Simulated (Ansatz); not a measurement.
Reaction (formal exchange of groups at a B–Si bond): `OB(S)[SiH2][SiH3]` + BH₃ → `BB(O)S` + `[SiH3][SiH3]`

Gas-phase electronic energies from Ansatz, PBE0-D4/def2-TZVP geometries. CBS: MP2 limit from def2 TZ/QZ plus the TZ coupled-cluster correction, frozen cores. This one scheme is used for every species. DFT in def2-TZVPP. B3LYP here is the variant with VWN-RPA as its local correlation; programs differ in this. Each species was taken in one conformer, which may not be the lowest.

| level | ΔE (kcal/mol) | difference from CCSD(T)/CBS |
| --- | --- | --- |
| PBE-D4 | 1.1 | -0.8 |
| r2SCAN-D4 | 0.9 | -1.0 |
| PBE0-D4 | 1.4 | -0.5 |
| B3LYP-D4 | 1.3 | -0.6 |
| ωB97X-V | 1.2 | -0.7 |
| ωB97M-V | 1.2 | -0.7 |
| B2PLYP | 0.8 | -1.1 |
| PBE | 0.0 | -1.9 |
| r2SCAN | 0.5 | -1.4 |
| PBE0 | 0.3 | -1.6 |
| B3LYP | -0.5 | -2.4 |
| HF/def2-TZVPP | -0.2 | -2.1 |
| MP2/def2-TZVPP | 2.6 | 0.7 |
| SCS-MP2/def2-TZVPP | 2.0 | 0.1 |
| CCSD/def2-TZVPP | 1.2 | -0.7 |
| CCSD(T)/def2-TZVPP | 1.8 | -0.1 |
| HF/def2-QZVPP | -0.3 | -2.2 |
| MP2/def2-QZVPP | 2.6 | 0.7 |
| SCS-MP2/def2-QZVPP | 2.0 | 0.1 |
| HF/CBS(def2) | -0.4 | -2.3 |
| MP2/CBS(def2) | 2.7 | 0.8 |
| CCSD/CBS(def2) | 1.3 | -0.6 |
| CCSD(T)/CBS | 1.9 | 0 |

Largest T1 diagnostic among the species: 0.014.

The D4 term adds +1.7 kcal/mol with B3LYP and +1.1 kcal/mol with PBE0; it sums over pairs of atoms, weighted by their polarisabilities, and B3LYP, whose exchange is more repulsive, gets the larger term. In def2-TZVPP, CCSD(T) changes the Hartree–Fock value by +2.0 kcal/mol (the triples alone add +0.6 kcal/mol) and MP2 by +2.8 kcal/mol.
